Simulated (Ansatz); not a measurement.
One change: `F[SiH]` becomes `F[Si]Br`.

Ansatz, PBE0-D4/def2-TZVP geometries, multiplicity 1. 

Scalar relativity is left out up to krypton.

```csv
property,`F[SiH]`
HOMO–LUMO gap (PBE/def2-TZVPP) / eV,2.31
HOMO–LUMO gap (B3LYP/def2-TZVPP) / eV,3.95
LUMO energy (PBE0/def2-TZVPP) / eV,-2.65
HOMO energy (B3LYP/def2-TZVPP) / eV,-6.80
LUMO energy (PBE/def2-TZVPP) / eV,-3.52
"ideal-gas entropy at 298 K and 1 bar (rigid rotor, harmonic PBE0-D4/def2-TZVP) / J/(mol·K)",239
```

Task: Give the same properties after the change, and the shifts. (An estimate is asked.)

Result: Ansatz gave: 
| property | `F[Si]Br` | shift |
| --- | --- | --- |
| HOMO–LUMO gap (PBE/def2-TZVPP) / eV | 3.29 | 0.98 |
| HOMO–LUMO gap (B3LYP/def2-TZVPP) / eV | 4.81 | 0.86 |
| LUMO energy (PBE0/def2-TZVPP) / eV | -2.66 | -0.01 |
| HOMO energy (B3LYP/def2-TZVPP) / eV | -7.64 | -0.84 |
| LUMO energy (PBE/def2-TZVPP) / eV | -3.43 | 0.09 |
| ideal-gas entropy at 298 K and 1 bar (rigid rotor, harmonic PBE0-D4/def2-TZVP) / J/(mol·K) | 287 | 48 |

B3LYP here is the variant with VWN-RPA as its local correlation; programs differ in this.

Spin–orbit coupling is left out; it splits and shifts lone-pair levels of the heavy atoms by tenths of an eV.
